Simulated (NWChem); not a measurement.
Species: BBr2F; SMILES BrB(Br)F

Computed with NWChem. Pople sets run with spherical d functions. Structure relaxed at the PBE0/def2-SVP level. Static field.

Problem. Order these by “anisotropy (bohr³)”, lowest first: CAM-B3LYP/aug-cc-pVDZ; CAM-B3LYP/def2-SVP; CAM-B3LYP/6-31G*.

Solution. CAM-B3LYP/def2-SVP (26.6), CAM-B3LYP/aug-cc-pVDZ (27.3), CAM-B3LYP/6-31G* (30.5)
